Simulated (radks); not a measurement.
Dispersion coefficients C6 (hartree bohr^6) between ground-configuration atoms and ions, from the Casimir-Polder integral (3/pi) of alpha_A(iw) alpha_B(iw). Calculated with a radial shooting solver on a logarithmic mesh with Libxc functionals: scalar-relativistic Kohn-Sham, LDA (Slater exchange, VWN5 correlation), spin-unpolarised, spherical densities, finite nucleus; Fermi nuclear charge, rms radius of each element as measured or else 0.836 A^(1/3) + 0.57 fm. Response by self-consistent Sternheimer equations with the Hartree and adiabatic LDA kernel, the relativistic mass of each level held fixed and spin-orbit coupling left out. For heavy and open-shell atoms this level of theory can miss by tens of per cent.

C6       Zr    Zr+   Zr2+   Zr3+   Zr4+   Zr5+   Zr6+
Zr     1499
Zr+   817.6  453.3
Zr2+  267.8  156.5  63.43
Zr3+  140.4  84.84  37.67  23.49
Zr4+  82.65  51.19  24.26  15.68  10.75
Zr5+  68.33  42.41  20.20  13.10  9.010  7.556
Zr6+  57.17  35.50  16.95  11.01  7.584  6.362  5.359

Static polarisabilities (bohr^3): Zr ([Kr] 4d2 5s2) 110.3, Zr+ ([Kr] 4d2 5s1) 54.22, Zr2+ ([Kr] 4d2) 12.93, Zr3+ ([Kr] 4d1) 5.663, Zr4+ ([Kr]) 2.987, Zr5+ ([Ar] 3d10 4s2 4p5) 2.456, Zr6+ ([Ar] 3d10 4s2 4p4) 2.051. The combination rule 2 Ca Cb / ((alpha_b/alpha_a) Ca + (alpha_a/alpha_b) Cb) gives 50.82 for Zr6+-Zr, against 57.17 from the integral.
